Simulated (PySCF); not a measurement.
H4Se2Si, SMILES [SiH2]([SeH])[SeH].

The structure is a stationary point at PBE0-D3(BJ)/def2-SVP. This is a generated structure with no PubChem entry under its InChIKey; it may be hypothetical. One conformer was computed; it need not be the lowest.

Two levels are set side by side: PBE/def2-TZVPD (PySCF) and M06-2X/def2-TZVPD (PySCF). Same geometry, gas phase. Differences are taken from unrounded values.

```json
[
 {"quantity": "orbital gap (eV)", "PBE": "4.35"},
 {"quantity": "highest occupied level (eV)", "PBE": "-5.96"},
 {"quantity": "lowest empty level (eV)", "PBE": "-1.61"},
 {"quantity": "dipole moment (D)", "PBE": "0.06"},
 {"quantity": "mean polarisability (bohr³)", "PBE": "91.5"}
]
```

Q: These are the PBE values. What does M06-2X give? (The exact figures need the calculation; the answer reports its results.)

A: 
| quantity | M06-2X | PBE minus M06-2X |
|---|---|---|
| orbital gap (eV) | 7.93 | -3.58 |
| highest occupied level (eV) | -8.12 | 2.16 |
| lowest empty level (eV) | -0.19 | -1.42 |
| dipole moment (D) | 0.11 | -0.05 |
| mean polarisability (bohr³) | 87.1 | 4.4 |

Without exact exchange PBE keeps part of each electron's self-repulsion, which lifts occupied levels and narrows the gap. PBE's more diffuse valence density responds more strongly to a field. Differences between two approximate levels are no errors against the true value.

Rough cost on one machine, each run with all the roots and properties that it gave: M06-2X against PBE about 2 times.
